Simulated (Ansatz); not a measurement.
Task: Name a neutral molecule of Cl, F, Ge, Si and H with HOMO–LUMO gap (ωB97M-V/def2-TZVPP) between 11.90 and 12.20 eV and LUMO energy (PBE0/def2-TZVPP) between -1.10 and -0.80 eV (Ansatz, PBE0-D4/def2-TZVP geometry).

Result: `[F][Ge]([F])([SiH3])[Cl]` (12.14 eV, -1.01 eV). Other molecules can fit too; these were computed, each in one conformer that needn't be the lowest.
